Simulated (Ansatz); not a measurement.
Molecule: sum formula AlBrCl$_{2}$, net charge 0, singlet state. SMILES: [Cl][Al]([Cl])[Br]
Structure (B3LYP-D3(BJ)/def2-TZVP (Ansatz, a first-principles code) minimum search):
```
Al
Cl 1 2.0781
Cl 1 2.0781 2 119.67
Br 1 2.2344 2 120.16 3 180.00
```

Parts of the frozen-core correlation energy in def2-SVPD (Ansatz, hartree). Frozen orbitals: 29; correlated occupied orbitals by spin: 12 and 12; virtual: 78 and 78. Spin-orbit coupling is left out. No relativistic terms.

```tsv
term	value
reference (HF)	-3732.89663
MP2 opposite-spin	…
MP2 same-spin	-0.12711
CCSD correlation	…
(T)	…
T1 diagnostic	0.010
largest doubles amplitude	0.020
```

Task: Fill in the missing entries.

Result: 
- MP2 opposite-spin, value: -0.33842
- CCSD correlation, value: -0.50063
- (T), value: -0.01404
